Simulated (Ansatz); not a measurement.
Cl₂GaI, SMILES `[Cl][Ga]([Cl])[I]`, relaxed with RKS PBE0-D4/def2-TZVP in Ansatz from a PBE-D4/def2-SVP geometry. The force threshold is 0.005 eV/Å; the program also tests the step.

The species carries charge 0 and has multiplicity 1. I: def2 effective core potential.

Start:

```xyz
4

Cl    0.980   -1.758   -0.840
Ga   -0.027   -0.059    0.001
Cl   -1.964   -0.372    0.873
I     1.011    2.188   -0.033
```

| step | energy (eV) | largest force (eV/Å) | largest move (Å) |
| --- | --- | --- | --- |
| 1 | -85515.1840 | 0.438 | 0.000 |
| 2 | -85515.1978 | 0.224 | 0.041 |
| 3 | -85515.2007 | 0.031 | 0.015 |
| 4 | -85515.2007 | 0.002 | 0.003 |

End:

```xyz
4

Cl    0.970   -1.736   -0.831
Ga   -0.028   -0.061    0.001
Cl   -1.941   -0.366    0.863
I     0.999    2.163   -0.032
```

Hardware: 4 threads of a server CPU on a shared host. Wall time 15 s, peak host memory 0.55 GiB.
